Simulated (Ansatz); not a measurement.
Species: BH₂, charge 0, doublet. BH2 (SMILES [BH2], doublet).
B3LYP-D3(BJ)/def2-TZVP minimum from Ansatz (a program for electronic structure):
```xyz
3

B      0.1441    -0.0062    -0.0077
H     -0.4073    -1.0572    -0.0004
H     -0.3134     1.0880     0.0389
```
Charge 0, spin multiplicity 2.

Total energies in cc-pVQZ, 5 correlated electrons, 1 frozen orbitals. Open shells are spin-unrestricted; no spin-orbit coupling. Cores are frozen in correlated methods. No relativity.

```tsv
method	program	energy (Eh)	minus CCSDT(Q) (mEh)
HF	Ansatz	-25.76199	107.45
MP2	Ansatz	-25.84980	19.64
CCSD	Ansatz	-25.86682	2.62
CCSD(T)	Ansatz	-25.86898	0.46
CCSDT(Q)	Ansatz	-25.86944	0.00
```

Rough core times of Ansatz's runs on a shared machine: CCSD(T) under 20 s, CCSDT(Q) 2 min.
